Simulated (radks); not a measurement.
Results of a calculation; reference values are marked as such.
Eu XLIV, configuration [Ar] 3d2.

Code: a radial shooting solver on a logarithmic mesh with Libxc functionals. Model: scalar-relativistic Kohn-Sham, PBE, spin-unpolarised, spherical densities, point nucleus.

Energy parts (Ry):
part                       energy
total                 -18573.1716
kinetic                20099.4917
electron-nucleus      -41150.3006
Hartree                 2785.3567
exchange-correlation    -307.7194

Orbitals (lengths in bohr, moments of r in powers of bohr):
orbital  occ.  eigenvalue (Ry)      <r^2>  <1/r>
1s          2        -3741.109  0.0006790  70.24
2s          2        -765.0373    0.01050  16.41
2p          6        -702.5135   0.008416  15.34
3s          2        -284.9990    0.06217  6.453
3p          6        -265.7323    0.06038  6.118
3d          2        -243.9626    0.04761  5.835

The highest occupied level is 3d at -3319.3 eV. The density falls to 0.001 e/bohr^3 at r = 0.71 bohr. Summed over all electrons, <r^2> = 0.6547 bohr^2, which gives a Langevin (diamagnetic) susceptibility term of -0.519 x 10^-6 cm^3/mol. For comparison, the ionisation energy in NIST's Atomic Spectra Database is 3398 eV (theoretical). In exact Kohn-Sham theory the highest level is minus the ionisation energy, but local and semilocal functionals leave it too shallow, through self-interaction and a potential that decays too fast; potentials with the right tail come closer.

Beside tabulated values, note that spin-unpolarised runs miss the spin-polarisation part of the exchange energy of open shells.
